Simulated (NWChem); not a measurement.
System: CH$_{4}$OSSi, singlet; SMILES CO[Si]S

NWChem printed, in part:

```
             Northwest Computational Chemistry Package (NWChem) 7.3.0
             --------------------------------------------------------

                             Geometry "geometry" -> ""
                             -------------------------

 Output coordinates in angstroms (scale by  1.889725989 to convert to a.u.)

  No.       Tag          Charge          X              Y              Z
 ---- ---------------- ---------- -------------- -------------- --------------
    1 Si                  14.0000     0.79971200     0.02169200    -0.00172600
    2 O                    8.0000    -0.49528000    -1.03166900    -0.00006800
    3 C                    6.0000    -0.38812900    -2.43114200     0.00033800
    4 H                    1.0000    -0.88196300    -2.84215400     0.89541300
    5 H                    1.0000    -0.89363000    -2.84320300    -0.88768000
    6 H                    1.0000     0.66259000    -2.77712900    -0.00630900
    7 S                   16.0000    -0.37781900     1.82860200     0.00079000
    8 H                    1.0000     0.72146700     2.61532900    -0.00056300

 Effective nuclear repulsion energy (a.u.)     199.5181334225

                              NWChem Property Module
                              ----------------------

  itol2e modified to match energy
  convergence criterion.

                                 NWChem DFT Module
                                 -----------------

 Summary of "ao basis" -> "ao basis" (spherical)
 ------------------------------------------------------------------------------
       Tag                 Description            Shells   Functions and Types
 ---------------- ------------------------------  ------  ---------------------
 Si                          6-31g*                  8       18   4s3p1d
 O                           6-31g*                  6       14   3s2p1d
 C                           6-31g*                  6       14   3s2p1d
 H                           6-31g*                  2        2   2s
 S                           6-31g*                  8       18   4s3p1d

  itol2e modified to match energy
  convergence criterion.

            General Information
            -------------------
          SCF calculation type: DFT
          Wavefunction type:  closed shell.
          No. of atoms     :     8
          No. of electrons :    48
           Alpha electrons :    24
            Beta electrons :    24
          Charge           :     0
          Spin multiplicity:     1
          Use of symmetry is: off; symmetry adaption is: off
          Maximum number of iterations: 150
          AO basis - number of functions:    72
                     number of shells:    36
          Convergence on energy requested:  1.00D-07
          Convergence on density requested:  1.00D-05
          Convergence on gradient requested:  5.00D-04

              XC Information
              --------------
                     Hartree-Fock (Exact) Exchange  1.000
                   CAM-Becke88 Exchange Functional  1.000
                      VWN V Correlation Functional  0.190 local
              Lee-Yang-Parr Correlation Functional  0.810

           Range-Separation Parameters
           ---------------------------
           Alpha           :  0.19
           Beta            :  0.46
           Gamma           :  0.33
           Short-Range HF  :     F

[...]

          -----------------------
          Electric field gradient
          -----------------------

 1 a.u. = 0.324123 10**(16) esu/cm**3  ( or statvolts/cm**2 ) = 0.97174 10**(22) v/m**2

 ------------------------------------------------------------
   Atom      X         Y         Z
 ------------------------------------------------------------
    1 Si   1.51124   0.04099  -0.00326
 ------------------------------------------------------------

 Electric field gradient in molecular frame (a.u.)
         XX             YY             ZZ             XY             XZ             YZ
 ------------------------------------------------------------------------------------------
        0.991060       0.059845      -1.050905      -0.093764      -0.003550       0.000359

 Principal components (a.u.) and orientation
 of principal axis w.r.t. absolute frame                      Asymmetry parameter eta
 --------------------------------------------------------------------------------------
       -1.050911       1.000414       0.050498                       0.903898

        0.001730       0.995066       0.099198
       -0.000178      -0.099198       0.995068
        0.999998      -0.001739       0.000005

 ------------------------------------------------------------
   Atom      X         Y         Z
 ------------------------------------------------------------
    2 O   -0.93594  -1.94957  -0.00013
 ------------------------------------------------------------

 Electric field gradient in molecular frame (a.u.)
         XX             YY             ZZ             XY             XZ             YZ
 ------------------------------------------------------------------------------------------
        0.758230      -1.382573       0.624343      -0.288158      -0.000798       0.001298

 Principal components (a.u.) and orientation
 of principal axis w.r.t. absolute frame                      Asymmetry parameter eta
 --------------------------------------------------------------------------------------
       -1.420683       0.796344       0.624339                       0.121072

        0.131107       0.991352       0.005614
        0.991368      -0.131108      -0.000159
       -0.000578      -0.005587       0.999984

 ------------------------------------------------------------
   Atom      X         Y         Z
 ------------------------------------------------------------
    3 C   -0.73346  -4.59419   0.00064
 ------------------------------------------------------------

 Electric field gradient in molecular frame (a.u.)
         XX             YY             ZZ             XY             XZ             YZ
 ------------------------------------------------------------------------------------------
        0.176931      -0.376949       0.200018       0.033376       0.000177       0.000184

 Principal components (a.u.) and orientation
 of principal axis w.r.t. absolute frame                      Asymmetry parameter eta
 --------------------------------------------------------------------------------------
       -0.378953       0.200019       0.178933                       0.055643

       -0.059934       0.008865       0.998163
        0.998202       0.000832       0.059929
       -0.000299       0.999960      -0.008899

 ------------------------------------------------------------
   Atom      X         Y         Z
 ------------------------------------------------------------
    4 H   -1.66667  -5.37089   1.69209
 ------------------------------------------------------------

 Electric field gradient in molecular frame (a.u.)
         XX             YY             ZZ             XY             XZ             YZ
 ------------------------------------------------------------------------------------------
        0.060627       0.070182      -0.130810      -0.066135       0.150938       0.121704

 Principal components (a.u.) and orientation
 of principal axis w.r.t. absolute frame                      Asymmetry parameter eta
 --------------------------------------------------------------------------------------
       -0.270187       0.143663       0.126524                       0.063435

       -0.445795       0.869015      -0.214660
       -0.376929       0.035269       0.925571
        0.811906       0.493526       0.311834

 ------------------------------------------------------------
   Atom      X         Y         Z
 ------------------------------------------------------------
    5 H   -1.68872  -5.37287  -1.67747
 ------------------------------------------------------------

 Electric field gradient in molecular frame (a.u.)
         XX             YY             ZZ             XY             XZ             YZ
 ------------------------------------------------------------------------------------------
        0.056649       0.069892      -0.126541      -0.067917      -0.153328      -0.121101

 Principal components (a.u.) and orientation
 of principal axis w.r.t. absolute frame                      Asymmetry parameter eta
 --------------------------------------------------------------------------------------
       -0.270229       0.143682       0.126547                       0.063411

        0.456378       0.862346      -0.219268
        0.377943       0.035222       0.925159
        0.805530      -0.505092      -0.309843

 ------------------------------------------------------------
   Atom      X         Y         Z
 ------------------------------------------------------------
    6 H    1.25211  -5.24801  -0.01192
 ------------------------------------------------------------

 Electric field gradient in molecular frame (a.u.)
         XX             YY             ZZ             XY             XZ             YZ
 ------------------------------------------------------------------------------------------
       -0.223107       0.079991       0.143115       0.112849       0.002325      -0.000710

[...]
```

Level: CAM-B3LYP/6-31G* (spherical d). Low-valent species are run as closed-shell singlets; no triplet was tried in these runs. The geometry was optimised at PBE0/def2-SVP. NWChem prints the field gradient with the sign opposite to the second derivative of the potential.

Question: Which NWChem input produces such a log?

Answer: This is not unique; one that fits is the input that was run:
```
start job
memory heap 200 mb stack 900 mb global 1100 mb
geometry units angstroms noautosym nocenter noautoz
  Si     0.799712     0.021692    -0.001726
  O     -0.495280    -1.031669    -0.000068
  C     -0.388129    -2.431142     0.000338
  H     -0.881963    -2.842154     0.895413
  H     -0.893630    -2.843203    -0.887680
  H      0.662590    -2.777129    -0.006309
  S     -0.377819     1.828602     0.000790
  H      0.721467     2.615329    -0.000563
end
basis spherical
  * library 6-31g*
end
dft
  xc xcamb88 1.00 lyp 0.81 vwn_5 0.19 hfexch 1.00
  cam 0.33 cam_alpha 0.19 cam_beta 0.46
  iterations 150
end
property
  efieldgrad
end
task dft property
```
